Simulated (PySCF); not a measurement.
B(F)2(OEt) (C2H5BF2O), SMILES CCOB(F)F.

Geometry optimised at ωB97X-D3(BJ)/def2-SVP. The values are those of a single conformer.

Level of theory: PBE/def2-TZVP in PySCF.

The molecule is in vacuum.

```json
{
  "total_energy": "-378.89474 hartree",
  "highest_occupied_level": "-7.72 eV",
  "lowest_empty_level": "-0.01 eV",
  "orbital_gap": "7.71 eV",
  "dipole_moment": "2.38 D",
  "quadrupole, principal values (traceless, Buckingham form, about the centre of nuclear charge)": "-3.74, 0.82, 2.92 D·Å",
  "mean_static_polarisability": "43.5 bohr³ (6.45 Å³)",
  "polarisability_principal_values": "38.7, 40.5, 51.4 bohr³"
}
```
